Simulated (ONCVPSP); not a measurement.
**tungsten: one change to an ONCV potential, before and after**

| Property | Result |
| --- | --- |
| Element | W (Z = 74) |
| Generator | ONCVPSP 4.0.1 |
| Type | optimised norm-conserving Vanderbilt (ONCV) |
| Functional | PBE |
| Relativity | non-relativistic |
| Frozen core | [Kr] 4d10 4f14 |
| Valence charge | 14 |
| Reference configuration | 5s2 5p6 5d4 6s1 (charge +1) |
| Partial waves | 5s+6s: rc 2.15 bohr, ncon 5, nbas 8, qcut 4.2 1/bohr, 2 projectors; 5p: rc 1.85 bohr, ncon 4, nbas 7, qcut 6.6 1/bohr, 3 projectors, debl 2.3 Ha; 5d: rc 2.20 bohr, ncon 5, nbas 9, qcut 6.3 1/bohr, 2 projectors, debl 2.4 Ha |
| Local potential | polynomial inside 1.20 bohr (lpopt 5, dvloc0 1 Ha) |
| Core correction | none |

Change: d: qcut 3.5.

Cutoffs: the cutoffs (Ha) at which the residual kinetic energy of the hardest occupied pseudo-wave falls to 1 and 0.1 mHa per electron; they do not see the model core or the augmentation charge, which bear on the density cutoff. Errors are all-electron minus pseudo energies relative to the spin-unpolarised reference configuration.

Problem. Predict the effect on cutoff, ghosts and configuration errors.

Solution. The potential gets harder (14 Ha and 36 Ha → 55 Ha and 63 Ha); of the 4 tests that both files solve, the error grows in 1 and shrinks in 0 by more than 15 % and 0.3 meV (median size 0.6 → 0.5 meV); neither file shows a bound ghost.

| quantity | base | changed |
| --- | --- | --- |
| cutoff, loose | 14 Ha | 55 Ha |
| cutoff, tight | 36 Ha | 63 Ha |
| loose cutoff by channel | s 13 Ha, p 10 Ha, d 14 Ha | s 13 Ha, p 10 Ha, d 55 Ha |
| bound ghosts | none | none |
| GHOST(+) flags under 300 eV | s at 47.2 eV | s at 47.2 eV |
| error for 5s2 5p6 5d4 6s2, meV [ΔE -7.66 eV] | 0.0 | +0.3 |
| error for 5s2 5p6 5d4 6s0, meV [ΔE 13.89 eV] | +0.8 | +0.7 |
| error for 5s2 5p6 5d3 6s0, meV [ΔE 40.04 eV] | +3.7 | +14 |
| error for 5s2 5p6 5d4 6s0 6p2, meV [ΔE -0.80 eV] | +0.4 | +0.3 |
| s: phases at 2.19 bohr within 0.05 rad from the reference energy up to (Ha; the scan ends near 5) | 1.6 | 1.6 |
| p: phases at 1.87 bohr within 0.05 rad from the reference energy up to (Ha; the scan ends near 5) | to the end of the scan | to the end of the scan |
| d: phases at 2.23 bohr within 0.05 rad from the reference energy up to (Ha; the scan ends near 5) | to the end of the scan | to the end of the scan |
